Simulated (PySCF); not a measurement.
CH6GeO.
Structure used (PBE0-D3(BJ)/def2-SVP), in Å, numbered top down from 1:
```
atom  x, y, z in Å
C1     1.4816    0.0133    0.3690
O2     0.5732    0.3929   -0.6231
Ge3   -1.1545   -0.0001   -0.4370
H4     1.5125   -1.0836    0.5239
H5     2.4899    0.3334    0.0613
H6     1.2662    0.4839    1.3488
H7    -1.3145   -1.5309   -0.3134
H8    -1.8186    0.5425   -1.7068
H9    -1.6985    0.6870    0.8341
```

Level of theory: EOM-IP-CCSD/aug-cc-pVDZ in PySCF, restricted Hartree–Fock reference, 11 core orbitals frozen, non-relativistic, gas phase, PBE0-D3(BJ)/def2-SVP geometry.

The vertical ionisation energies are 10.06, 10.92, 12.47, 12.62, 14.86, 15.39, 15.40, 18.47 eV.

**Question.** Which Hartree–Fock orbital leads each hole, and what is its Koopmans value −ε?

**Answer.** 
```csv
leading hole (HF orbital),Koopmans (eV),EOM-IP-CCSD (eV),change (eV),one-hole share
HOMO,11.61,10.06,-1.55,0.95
HOMO-1,12.26,10.92,-1.34,0.95
HOMO-2,13.07,12.47,-0.60,0.95
HOMO-3,13.29,12.62,-0.67,0.95
HOMO-4,16.20,14.86,-1.34,0.94
HOMO-5,16.67,15.39,-1.28,0.94
HOMO-6,16.89,15.40,-1.49,0.94
HOMO-7,20.11,18.47,-1.64,0.88
```

**Question.** Does the order of the lines follow the orbital energies?

**Answer.** Yes, no two lines change places. The corrections run from -1.64 to -0.60 eV, with a mean of -1.24 eV over the 8 lines; no line lies above its Koopmans value.

**Question.** At what kinetic energies would He I light (21.22 eV) eject these electrons?

**Answer.** 11.16 eV (HOMO), 10.30 eV (HOMO-1), 8.75 eV (HOMO-2), 8.60 eV (HOMO-3), 6.36 eV (HOMO-4), 5.83 eV (HOMO-5), 5.82 eV (HOMO-6), 2.75 eV (HOMO-7).

Lines less than 0.15 eV apart could change places at a higher level. One root was sought for each valence orbital with −ε under 21 eV, eight at most, so deeper holes and satellites are missing; no vibrational structure.
